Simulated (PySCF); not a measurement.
C₆H₄N₂, SMILES N#Cc1cccnc1.

Geometry: PBE-D3(BJ)/def2-SVP.

Method: PySCF with PBE/def2-TZVP.

Gas-phase values at a fixed geometry.

Question: Estimate the frontier levels, gap, dipole moment. (The exact figures need the calculation; the answer reports its results.)

Answer: 
| Property | Value |
|---|---|
| highest occupied level | -6.61 eV |
| lowest empty level | -2.96 eV |
| orbital gap | 3.64 eV |
| dipole moment | 3.94 D |
| quadrupole, principal values (traceless, Buckingham form, about the centre of nuclear charge) | -13.45, 2.40, 11.05 D·Å |
